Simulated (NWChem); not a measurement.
System: CH₃AlFI; SMILES [CH3][Al]([F])[I]

The following NWChem deck was run.

```
start job
memory heap 200 mb stack 900 mb global 1100 mb
geometry units angstroms noautosym nocenter noautoz
  Al    -0.030685    -1.401017     0.001317
  F     -1.547755    -2.085982     0.000335
  I      0.033969     1.062934    -0.001115
  C      1.559085    -2.501415     0.003905
  H      2.181580    -2.283760     0.886902
  H      2.177899    -2.292735    -0.883904
  H      1.307425    -3.572863     0.009686
end
basis spherical
  * library def2-svpd
end
ecp
  I library def2-ecp
end
dft
  xc xcamb88 1.00 lyp 0.81 vwn_5 0.19 hfexch 1.00
  cam 0.33 cam_alpha 0.19 cam_beta 0.46
  iterations 150
end
property
  response 1 0.0
end
task dft property
```

Parts of the log:

```
             Northwest Computational Chemistry Package (NWChem) 7.3.0
             --------------------------------------------------------

                             Geometry "geometry" -> ""
                             -------------------------

 Output coordinates in angstroms (scale by  1.889725989 to convert to a.u.)

  No.       Tag          Charge          X              Y              Z
 ---- ---------------- ---------- -------------- -------------- --------------
    1 Al                  13.0000    -0.03068500    -1.40101700     0.00131700
    2 F                    9.0000    -1.54775500    -2.08598200     0.00033500
    3 I                   53.0000     0.03396900     1.06293400    -0.00111500
    4 C                    6.0000     1.55908500    -2.50141500     0.00390500
    5 H                    1.0000     2.18158000    -2.28376000     0.88690200
    6 H                    1.0000     2.17789900    -2.29273500    -0.88390400
    7 H                    1.0000     1.30742500    -3.57286300     0.00968600

 Effective nuclear repulsion energy (a.u.)     371.8251917257

                                 NWChem DFT Module
                                 -----------------

 Summary of "ao basis" -> "ao basis" (spherical)
 ------------------------------------------------------------------------------
       Tag                 Description            Shells   Functions and Types
 ---------------- ------------------------------  ------  ---------------------
 Al                        def2-svpd                10       24   5s3p2d
 F                         def2-svpd                 9       23   4s3p2d
 I                         def2-svpd                13       35   5s5p3d
 C                         def2-svpd                 8       20   4s2p2d
 H                         def2-svpd                 4        8   2s2p

            General Information
            -------------------
          SCF calculation type: DFT
          Wavefunction type:  closed shell.
          No. of atoms     :     7
          No. of electrons :    56
           Alpha electrons :    28
            Beta electrons :    28
          Charge           :     0
          Spin multiplicity:     1
          Use of symmetry is: off; symmetry adaption is: off
          Maximum number of iterations: 150
          AO basis - number of functions:   126
                     number of shells:    52
          Convergence on energy requested:  1.00D-06
          Convergence on density requested:  1.00D-05
          Convergence on gradient requested:  5.00D-04

              XC Information
              --------------
                     Hartree-Fock (Exact) Exchange  1.000
                   CAM-Becke88 Exchange Functional  1.000
                      VWN V Correlation Functional  0.190 local
              Lee-Yang-Parr Correlation Functional  0.810

           Range-Separation Parameters
           ---------------------------
           Alpha           :  0.19
           Beta            :  0.46
           Gamma           :  0.33
           Short-Range HF  :     F

             Grid Information
             ----------------
          Grid used for XC integration:  medium
          Radial quadrature: Mura-Knowles
          Angular quadrature: Lebedev.
          Tag              B.-S. Rad. Rad. Pts. Rad. Cut. Ang. Pts.
          ---              ---------- --------- --------- ---------
          Al                  1.25       88          13.0       590
          F                   0.50       49          13.0       434
          I                   1.40      123          13.0       590
          C                   0.70       49          14.0       434
          H                   0.35       45          15.0       434
          Grid pruning is: on
          Number of quadrature shells:   444
          Spatial weights used:  Erf1

      Superposition of Atomic Density Guess
      -------------------------------------

 Sum of atomic energies:        -727.33844315

      Non-variational initial energy
      ------------------------------

 Total energy =    -677.853590
 1-e energy   =   -1487.932197
 2-e energy   =     587.527091
 HOMO         =      -0.359677
 LUMO         =      -0.023740

   convergence    iter        energy       DeltaE   RMS-Dens  Diis-err
 ---------------- ----- ----------------- --------- --------- ---------
 d= 0,ls=0.0,diis     1   -679.7433488166 -9.02D+02  1.13D-02  6.36D-01
 d= 0,ls=0.0,diis     2   -679.7335168064  9.83D-03  4.04D-03  1.05D+00
 d= 0,ls=0.0,diis     3   -679.8180175422 -8.45D-02  9.39D-04  8.76D-03
 d= 0,ls=0.0,diis     4   -679.8187580653 -7.41D-04  3.08D-04  1.45D-03
 d= 0,ls=0.0,diis     5   -679.8189786765 -2.21D-04  6.69D-05  2.49D-05
  Resetting Diis
 d= 0,ls=0.0,diis     6   -679.8189834694 -4.79D-06  1.79D-05  3.05D-06
 d= 0,ls=0.0,diis     7   -679.8189839386 -4.69D-07  7.76D-06  2.62D-07

         Total DFT energy =     -679.818983938600
      One electron energy =    -1491.031877326100
           Coulomb energy =      646.553568356718
    Exchange-Corr. energy =      -57.892191047691
 Nuclear repulsion energy =      222.551516078472

 Numeric. integr. density =       55.999997440593

                       DFT Final Molecular Orbital Analysis
                       ------------------------------------

 Vector   26  Occ=2.000000D+00  E=-3.737276D-01
              MO Center=  5.6D-01, -7.1D-01,  1.2D-03, r^2= 4.9D+00
   Bfn.  Coefficient  Atom+Function         Bfn.  Coefficient  Atom+Function
  ----- ------------  ---------------      ----- ------------  ---------------
    60      0.413250  3 I  py                63      0.320777  3 I  py
    87     -0.274716  4 C  px                88      0.203539  4 C  py
    10     -0.190476  1 Al py                57     -0.166914  3 I  py
    90     -0.167561  4 C  px                86     -0.144669  4 C  s
    54     -0.135694  3 I  py                30     -0.128733  2 F  py

 Vector   27  Occ=2.000000D+00  E=-3.415238D-01
              MO Center=  3.4D-02,  9.0D-01, -9.5D-04, r^2= 2.2D+00
   Bfn.  Coefficient  Atom+Function         Bfn.  Coefficient  Atom+Function
  ----- ------------  ---------------      ----- ------------  ---------------
    61      0.596084  3 I  pz                64      0.503921  3 I  pz
    58     -0.241173  3 I  pz                55     -0.195449  3 I  pz
    11      0.067189  1 Al pz                14      0.062940  1 Al pz
    31      0.048364  2 F  pz                16      0.046430  1 Al d -1
     8     -0.038301  1 Al pz                34     -0.032630  2 F  pz

 Vector   28  Occ=2.000000D+00  E=-3.347186D-01
              MO Center=  5.9D-02,  8.7D-01, -8.9D-04, r^2= 2.5D+00
   Bfn.  Coefficient  Atom+Function         Bfn.  Coefficient  Atom+Function
  ----- ------------  ---------------      ----- ------------  ---------------
    59      0.601795  3 I  px                62      0.503232  3 I  px
    56     -0.242356  3 I  px                53     -0.196316  3 I  px
    12      0.100760  1 Al px                86     -0.095809  4 C  s
    88     -0.067220  4 C  py                15      0.058795  1 Al d -2
    91     -0.055055  4 C  py                30     -0.054203  2 F  py

 Vector   29  Occ=0.000000D+00  E=-9.777567D-03
              MO Center=  1.6D-01, -9.0D-01,  5.2D-03, r^2= 1.0D+01
   Bfn.  Coefficient  Atom+Function         Bfn.  Coefficient  Atom+Function
  ----- ------------  ---------------      ----- ------------  ---------------
     5      2.113089  1 Al s                  4     -0.742799  1 Al s
    66      0.454002  3 I  py                52     -0.431362  3 I  s
    13      0.328259  1 Al py                 3      0.302952  1 Al s
    50     -0.275476  3 I  s                 63      0.257380  3 I  py
    84     -0.203132  4 C  s                 60      0.175139  3 I  py

 Vector   30  Occ=0.000000D+00  E=-1.751490D-03
              MO Center=  7.9D-02, -1.1D+00, -2.7D-03, r^2= 4.7D+00
   Bfn.  Coefficient  Atom+Function         Bfn.  Coefficient  Atom+Function
  ----- ------------  ---------------      ----- ------------  ---------------
    14      0.813795  1 Al pz               104     -0.423138  5 H  s
   112      0.424377  6 H  s                 11      0.345086  1 Al pz
    64     -0.229305  3 I  pz                37     -0.214919  2 F  pz
     8     -0.183297  1 Al pz                61     -0.180541  3 I  pz
    79     -0.163397  3 I  d -1              31      0.158425  2 F  pz

 Vector   31  Occ=0.000000D+00  E= 4.231505D-02
              MO Center=  2.4D-01,  1.4D+00, -1.8D-03, r^2= 1.7D+01
   Bfn.  Coefficient  Atom+Function         Bfn.  Coefficient  Atom+Function
  ----- ------------  ---------------      ----- ------------  ---------------
     4      2.210707  1 Al s                 66      1.415890  3 I  py
    86     -1.153718  4 C  s                120      0.757629  7 H  s
    85     -0.546875  4 C  s                  5     -0.516892  1 Al s
    24      0.449983  1 Al d  2              13      0.445275  1 Al py
    52     -0.400389  3 I  s                 12      0.264208  1 Al px

     Multipole analysis of the density
     ---------------------------------

     L   x y z        total         alpha         beta         nuclear
     -   - - -        -----         -----         ----         -------
     0   0 0 0      0.000000    -28.000000    -28.000000     56.000000

     1   1 0 0      0.775513     -1.069165     -1.069165      2.913842
     1   0 1 0     -0.322035     31.559504     31.559504    -63.441044
     1   0 0 1      0.001149     -0.026236     -0.026236      0.053621

     2   2 0 0    -41.377776   -105.318415   -105.318415    169.259054
     2   1 1 0     -3.483330     11.698871     11.698871    -26.881072
     2   1 0 1     -0.002582     -0.095653     -0.095653      0.188725
     2   0 2 0    -38.028332   -293.458749   -293.458749    548.889166
     2   0 1 1     -0.001659      0.270632      0.270632     -0.542923
     2   0 0 2    -36.140608    -20.870235    -20.870235      5.599862

 *** CALLING NEW AORESP DRIVER FOR CLOSED AND OPEN SHELLS ***
 Entering AOResponse driver routine

--------------------------------------------------------------------------------

          -----------------------------------------------
          Solving response equations for perturbing field
          -----------------------------------------------

 number of frequencies:     1
 frequency in a.u.:  0.0000000E+00
 Perturbing field: electric
 Using El. Dipole Length Gauge

 Setting up CPKS with frequency omega =      0.00000000 a.u.

 STATIC response

                                NWChem CPHF Module
                                ------------------

  scftype          =     RHF
  nclosed          =       28
  nopen            =        0
  variables        =     2744
  # of vectors     =        3
  tolerance        = 0.10D-03
  level shift      = 0.00D+00
  max iterations   =       50
  max subspace     =       30

 SCF residual:    6.7491317124061692E-004

Iterative solution of linear equations
  No. of variables     2744
  No. of equations        3
  Maximum subspace       30
        Iterations       50
       Convergence  1.0D-04

   iter   nsub   residual    time
   ----  ------  --------  ---------
     1      3    2.12D+00      83.2
     2      6    1.30D+00      96.9
     3      9    1.04D+00     110.5
     4     12    5.45D-02     128.9
     5     15    1.61D-02     148.6
     6     18    2.37D-03     162.3
     7     21    6.83D-04     176.1
     8     24    1.92D-04     190.2
     9     27    3.85D-05     204.2

 Electric Dipole Response Matrix (nonzero elements):

              1        2        3
    1   66.9130  -6.0057   0.0103
    2   -6.0057  87.1903  -0.0324
    3    0.0103  -0.0324  59.6713

 ------------------------------------------
 average:        71.25820 + I       0.00000

 DFT Linear Response polarizability / au
 Frequency  =       0.0000000 / au
              X              Y              Z
 -----------------------------------------------
 X      66.9130349     -6.0057011      0.0102864
 Y      -6.0056926     87.1903036     -0.0323923
 Z       0.0102865     -0.0323923     59.6712677
 -----------------------------------------------
 Eigenvalues =      65.2677674     88.8356110     59.6712278
 Isotropic   =      71.2582021
 Anisotropic =      26.8078884
 -----------------------------------------------

 Magnetic Dipole Response Matrix (nonzero elements):

 Exiting AOResponse driver routine
```

Level: CAM-B3LYP/def2-SVPD with def2 effective core potentials on I. Structure relaxed at the PBE0/def2-SVP level. No frequency run checked for a minimum. def2 effective core potentials on I; no spin-orbit coupling.
